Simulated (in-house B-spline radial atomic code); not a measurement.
Configurations of Ba II (Ba+), with energies counted from [Xe] 6s1. Level of theory: Dirac-Hartree-Fock, average of configuration, Fermi nucleus of rms radius 4.8378 fm; calculated with a radial B-spline atomic code at the basis-set limit. Energies include first-order Breit, QED and recoil terms.

Occupations are held fixed; configurations that lie above the ionisation limit could autoionise.

```csv
configuration,E - E(ref) (eV),highest orbital,its <r> (bohr)
[Xe] 5f1,7.0792,5f5/2,14.23
[Xe] 10s1,8.061,10s1/2,31.52
[Xe] 9d1,8.1384,9d5/2,32.11
[Kr] 4d10 5s2 5p5 6s1 8d1,27.03,8d5/2,21.98
[Kr] 4d10 5s2 5p5 6s1 7g1,27.671,7g7/2,31.61
[Kr] 4d10 5s2 5p5 6s1 8f1,27.717,8f7/2,34.97
[Kr] 4d9 5s2 5p6 6s1 8g1,104.35,8g7/2,42.84
[Ar] 3d10 4s2 4p5 4d10 5s2 5p6 5g1 6s1,207.09,5g7/2,13.69
[Ar] 3d10 4s2 4p5 4d10 5s2 5p6 6s1 6g1,207.75,6g7/2,21.9
[Ar] 3d10 4s2 4p5 4d10 5s2 5p6 6s1 10d1,208.31,10d5/2,41.38
[Ar] 3d10 4s2 4p5 4d10 5s2 5p6 6s1 8g1,208.41,8g7/2,42.84
[Ar] 3d10 4s2 4p5 4d10 5s2 5p6 6s1 9f1,208.41,9f7/2,44.89
```

Q: How far above the reference does [Xe] 9p1 lie?

A: 7.7728 eV; its least bound orbital is 9p3/2 with <r> = 25.48 bohr.

Q: How far above the reference does [Kr] 4d10 5s2 5p5 6s1 6g1 lie?

A: 27.269 eV; its least bound orbital is 6g7/2 with <r> = 21.89 bohr.

Q: How far above the reference does [Kr] 4d9 5s2 5p6 6s1 9p1 lie?

A: 103.55 eV; its least bound orbital is 9p3/2 with <r> = 24.5 bohr.
